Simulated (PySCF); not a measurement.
PySCF input:

```python
from pyscf import gto, scf, dft

mol = gto.M(
    atom='''
    Si    0.12804102   -0.03407509   -0.01577018
    C     1.57228033   -1.01353106    0.10141582
    C    -1.31962929   -0.92453588   -0.86755855
    O    -0.51740217    0.48993170    1.49322793
    O     0.21846685    1.50216904   -0.75033056
    H     2.55945641   -0.59993086    0.29166372
    H     1.58071607   -2.02643394   -0.29290112
    H    -1.17693713   -0.96333091   -1.95062345
    H    -2.26469899   -0.41032040   -0.66631905
    H    -1.40964636   -1.95099453   -0.50008118
    H    -0.04310509   -0.03412864    2.14733807
    H    -0.16278310    2.15378619   -0.15461706
    ''',
    basis='def2-tzvpd',
    charge=-1,
    spin=0,
    verbose=4,
)

mf = dft.RKS(mol, xc='m062x').density_fit(auxbasis='def2-universal-jkfit')
mf.grids.level = 4
mf.conv_tol = 1e-9
mf.max_cycle = 100
mf.max_memory = 1500
mf.kernel()
if not mf.converged:
    mf = mf.newton()
    mf.kernel(mf.make_rdm1())
mf.analyze()
```

Question: Which total energy does the run end on?

Answer: -520.46840 Eh (M06-2X/def2-TZVPD).

It need not be the lowest isomer of its formula. Whether it binds its extra electron was not tested at this geometry.
